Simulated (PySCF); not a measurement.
## Deuteron quadrupole couplings in `C#C[P-]C(C)(C)C`

Species: C6H10P (charge -1).
Geometry (GFN2-xTB, Å), atoms numbered from 1 in this order:
```
atom  x, y, z in Å
C1     2.9301    1.3092   -0.5464
C2     2.1431    0.9854    0.3166
P3     1.1277    0.5871    1.6622
C4    -0.3208   -0.1282    0.6302
C5    -0.8978    0.9332   -0.3044
C6     0.1417   -1.3281   -0.1939
C7    -1.4005   -0.5778    1.6119
H8     3.5892    1.5688   -1.3261
H9    -1.2531    1.7871    0.2708
H10   -1.7317    0.5301   -0.8898
H11   -0.1231    1.2822   -0.9847
H12   -0.6873   -1.7510   -0.7728
H13    0.9313   -1.0209   -0.8773
H14    0.5420   -2.1005    0.4616
H15   -1.7362    0.2670    2.2120
H16   -2.2609   -0.9988    1.0819
H17   -1.0007   -1.3328    2.2878
```

Level: PBE0/pcSseg-1 (PySCF, non-relativistic); Q(2H) = 0.00286 b; rigid geometry, the same for H and D, with no vibrational averaging.

Question: Rank these positions by the coupling χzz of a deuteron there, largest first.
A. H14 (methyl hydrogen)
B. H8 (alkyne hydrogen)
C. H10 (methyl hydrogen)

Answer: B (272 kHz), A (213 kHz), C (208 kHz).

Q: What are Vzz, η and χzz (234.96 MHz × Q × Vzz) at all hydrogens?

A: 
| atom | bonded to | bond length (Å) | Vzz (au) | η | χzz (kHz) |
| --- | --- | --- | --- | --- | --- |
| H8 | C1 | 1.053 | 0.4050 | 0.05 | 272 |
| H9 | C5 | 1.089 | 0.3173 | 0.02 | 213 |
| H10 | C5 | 1.096 | 0.3089 | 0.01 | 208 |
| H11 | C5 | 1.088 | 0.3114 | 0.01 | 209 |
| H12 | C6 | 1.096 | 0.3084 | 0.01 | 207 |
| H13 | C6 | 1.089 | 0.3113 | 0.01 | 209 |
| H14 | C6 | 1.089 | 0.3171 | 0.02 | 213 |
| H15 | C7 | 1.089 | 0.3163 | 0.01 | 213 |
| H16 | C7 | 1.095 | 0.3097 | 0.01 | 208 |
| H17 | C7 | 1.089 | 0.3161 | 0.01 | 212 |

Q: How does χzz go with the bond length over the 10 C–H bonds?

A: A straight-line fit has a slope of -15.8 kHz for each 0.01 Å, with a correlation coefficient of -0.98, over lengths from 1.053 to 1.096 Å. The longer bonds have the smaller couplings here.

Isolated species at its GFN2-xTB geometry, gas phase. The pcSseg-1 basis has no diffuse functions, a weakness for an anion. The HOMO energy is positive at this level (+0.60 eV), so the outermost electrons may be held by the finite basis alone. GFN2-xTB bond lengths can be off by several hundredths of an ångström, more for odd bonds, and the gradients follow them. With a basis this small, the couplings can be 20 % off.
